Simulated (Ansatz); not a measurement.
Molecule: sum formula BOBr2 (charge 0, doublet). It need not be the lowest isomer of its formula. 
Structure (B3LYP-D3(BJ)/def2-TZVP (Ansatz, a first-principles code) minimum search):
SMILES: [O]B(Br)Br
```xyz
4

O     -0.1155     1.9195    -0.0992
B     -0.0374     0.6213    -0.0321
Br     1.7215    -0.1595     0.0464
Br    -1.6898    -0.3681    -0.0192
```
Charge 0, spin multiplicity 2.

Dipole moments at this geometry, in debye (magnitudes).

| level | program | dipole (D) |
|---|---|---|
| SVWN5/def2-TZVPD | Ansatz | 1.80 |
| PBE/def2-TZVPD | Ansatz | 1.58 |
| BLYP/def2-TZVPD | Ansatz | 1.64 |
| revPBE/def2-TZVPD | Ansatz | 1.52 |
| r2SCAN/def2-TZVPD | Ansatz | 1.18 |
| B97M-V/def2-TZVPD | Ansatz | 1.11 |
| B3LYP/def2-TZVPD | Ansatz | 1.17 |
| BHLYP/def2-TZVPD | Ansatz | 0.66 |
| r2SCANh/def2-TZVPD | Ansatz | 0.99 |
| CAM-B3LYP/def2-TZVPD | Ansatz | 0.88 |
| LC-wPBE/def2-TZVPD | Ansatz | 0.66 |
| wB97M-V/def2-TZVPD | Ansatz | 0.78 |
| CCSD(T)/aug-cc-pVDZ | Ansatz | 0.79 |
